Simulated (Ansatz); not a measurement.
One change: `C[Si](O)(O)Cl` becomes `O[Si](O)(F)Cl`.

Ansatz, PBE0-D4/def2-TZVP geometries, multiplicity 1. Each molecule was computed in one conformer, which needn't be the lowest.

```json
{"property": "HOMO energy (PBE0/def2-TZVPP) / eV", "`C[Si](O)(O)Cl`": "-8.96"}
{"property": "LUMO energy (ωB97M-V/def2-TZVPP) / eV", "`C[Si](O)(O)Cl`": "2.10"}
{"property": "size of the dipole moment (B3LYP/def2-TZVPP) / D", "`C[Si](O)(O)Cl`": "0.95"}
{"property": "size of the dipole moment (PBE/def2-TZVPP) / D", "`C[Si](O)(O)Cl`": "0.93"}
{"property": "LUMO energy (PBE0/def2-TZVPP) / eV", "`C[Si](O)(O)Cl`": "0.65"}
{"property": "HOMO–LUMO gap (PBE0/def2-TZVPP) / eV", "`C[Si](O)(O)Cl`": "9.62"}
```

(1) Give the same properties after the change, and the shifts. (Best estimate.)

Answers

(1) The calculation gave: 
```tsv
property	`O[Si](O)(F)Cl`	shift
HOMO energy (PBE0/def2-TZVPP) / eV	-9.47	-0.51
LUMO energy (ωB97M-V/def2-TZVPP) / eV	1.80	-0.30
size of the dipole moment (B3LYP/def2-TZVPP) / D	2.15	1.20
size of the dipole moment (PBE/def2-TZVPP) / D	2.12	1.19
LUMO energy (PBE0/def2-TZVPP) / eV	0.27	-0.38
HOMO–LUMO gap (PBE0/def2-TZVPP) / eV	9.74	0.12
```

With PBE0 the HOMO falls by 0.51 eV and the LUMO falls by 0.38 eV, so the gap widens by about 0.13 eV. PBE moves the HOMO by -0.46 eV and ωB97M-V by -0.54 eV. Dipoles are sizes alone; their direction can turn.

Positive LUMOs are unbound, so they and the gaps depend on the basis.

B3LYP here is the variant with VWN-RPA as its local correlation; programs differ in this.
